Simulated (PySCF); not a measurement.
**EPR parameters of C6H11O**

Species: C6H11O (doublet state).
Atom-mapped SMILES: `[CH3:1][CH2:2][CH2:3][C@@H:4]([CH3:5])[C:6]=[O:7]` (hydrogens: H8, H9, H10 on C1; H11, H12 on C2; H13, H14 on C3; H15 on C4; H16, H17, H18 on C5)

Structure used (GFN2-xTB), in Å, numbered top down from 1:
```
atom  x, y, z in Å
C1     2.6795    0.1251   -0.1974
C2     1.2870    0.6664   -0.4951
C3     0.2118   -0.3960   -0.2813
C4    -1.2003    0.1494   -0.5272
C5    -2.2677   -0.9461   -0.4160
C6    -1.4858    1.2949    0.3840
O7    -2.4851    1.6711    0.9101
H8     2.7470   -0.2079    0.8359
H9     2.9081   -0.7191   -0.8448
H10    3.4310    0.8939   -0.3594
H11    1.2480    1.0198   -1.5281
H12    1.0741    1.5183    0.1547
H13    0.3876   -1.2354   -0.9575
H14    0.2742   -0.7749    0.7412
H15   -1.2323    0.5902   -1.5327
H16   -3.2570   -0.5271   -0.5831
H17   -2.0836   -1.7231   -1.1548
H18   -2.2450   -1.3935    0.5750
```

The hyperfine couplings belong to this conformer and change with its torsions.

Computed, not measured: UKS B3LYP, pcH-1 on C H O, non-relativistic, mean-field spin-orbit, GIAO (PySCF 2.14.0). Isolated species at its GFN2-xTB geometry (one conformer only). A GFN2-xTB geometry isn't a minimum of the functional, and hyperfine couplings can be far from their values at a DFT geometry. Stability of the SCF solution: not tested.

```
g1, g2, g3                      : 1.99471, 2.00198, 2.00476
g_iso                           : 2.00048
Form of g                       : rhombic: the two nearest values differ by 28 % of g3 − g1
⟨S²⟩                            : 0.7525 (exact 0.7500)
α and β electrons               : 28, 27
HOMO–LUMO gap, α and β orbitals : 4.20, 7.44 eV
Total energy                    : -310.46521 Eh
```

Isotropic coupling and dipolar principal values T1 to T3, in mT; ρ(0) is the spin density at the nucleus (MHz turned into mT with g_iso):

```tsv
atom	isotope	a_iso	T1	T2	T3	Mulliken spin population	ρ(0) (bohr⁻³)
C1	13C	0.01	-0.01	-0.01	0.02	0.00	0.0002
C2	13C	0.26	-0.08	-0.03	0.10	0.01	0.0064
C3	13C	0.14	-0.04	-0.03	0.07	0.00	0.0034
C4	13C	4.44	-0.52	-0.49	1.01	0.05	0.1106
C5	13C	0.49	-0.14	-0.13	0.27	0.04	0.0123
C6	13C	11.64	-1.86	-1.78	3.64	0.65	0.2899
O7	17O	-1.52	-3.78	1.76	2.03	0.23	0.0700
H8	1H	0.00	-0.03	-0.03	0.06	0.00	0.0000
H9	1H	0.07	-0.03	-0.02	0.05	0.00	0.0004
H10	1H	0.01	-0.03	-0.02	0.05	0.00	0.0001
H11	1H	-0.02	-0.08	-0.06	0.14	0.00	-0.0001
H12	1H	0.14	-0.25	-0.12	0.37	0.01	0.0009
H13	1H	0.02	-0.07	-0.06	0.13	0.00	0.0001
H14	1H	0.01	-0.12	-0.09	0.21	0.00	0.0001
H15	1H	-0.35	-0.32	-0.18	0.49	0.00	-0.0022
H16	1H	-0.08	-0.15	-0.04	0.18	0.00	-0.0005
H17	1H	0.51	-0.12	-0.02	0.14	0.01	0.0032
H18	1H	-0.07	-0.12	-0.06	0.18	0.00	-0.0004
```

The Mulliken spin populations are largest on C6 (+0.65) and O7 (+0.23).

Axes: g1 points within 13° of the C6–O7 bond.

Under fast tumbling the dipolar parts average out, and these isotropic splittings remain: 1 × 1H (H15, I = 1/2, 2 lines) with 0.35 mT, 1 × 1H (H12, I = 1/2, 2 lines) with 0.14 mT and 3 × 1H (H16/H17/H18, I = 1/2, 4 lines) with 0.12 mT.

Class means assume fast exchange of nuclei equivalent by connectivity; if that motion is slow, each nucleus keeps its own coupling. The three 1H nuclei of mean +3.3 MHz run from -2.3 to 14.2 MHz in the frozen geometry.

The 13C coupling of C6 (325.9 MHz) shows only in satellite lines or after enrichment, since that isotope makes up about 1.07 % of natural carbon.

The 17O coupling of O7 (-42.4 MHz) shows only in satellite lines or after enrichment, since that isotope makes up about 0.038 % of natural oxygen.

β density exceeds α density at some nuclei, such as H15 (-0.0022), spin density in bohr⁻³. In a single determinant that takes different orbitals for the two spins, that is spin polarisation.

Time: 59 s of wall time (grids of density and orbitals included); peak memory 0.97 GiB. Hardware: one thread, Arm Neoverse V2 (aarch64), no GPU, shared host.
